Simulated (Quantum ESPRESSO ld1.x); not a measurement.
Problem. Species: Zn IV. Configuration: [Ar] 3d8 4d1 (not the ground configuration). Calculated with ld1.x of Quantum ESPRESSO 7.5: scalar-relativistic Kohn-Sham, LDA (Slater exchange, VWN5 correlation), spin-polarised, spherical densities, point nucleus; open shells are filled with parallel spins first. Some entries of the table are withheld. Estimate them.

orbital,occ.,eigenvalue (eV),r(max) (bohr)
1s up,1,-9564.41,0.03296
1s down,1,-9564.38,0.03296
2s up,1,-1214.80,0.1896
2s down,1,-1213.21,0.1896
2p up,3,-1061.83,0.1522
2p down,3,-1060.61,0.1521
3s up,1,-185.231,(1)
3s down,1,-182.601,(2)
3p up,3,-139.426,(3)
3p down,3,-136.849,(4)
3d up,5,-64.7608,0.5468
3d down,3,-62.2195,0.5494
4d up,1,-19.2147,2.673
4d down,0,-17.7489,2.721

Solution. 
(1) 3s up r(max) (bohr): 0.5859
(2) 3s down r(max) (bohr): 0.5865
(3) 3p up r(max) (bohr): 0.5877
(4) 3p down r(max) (bohr): 0.5885
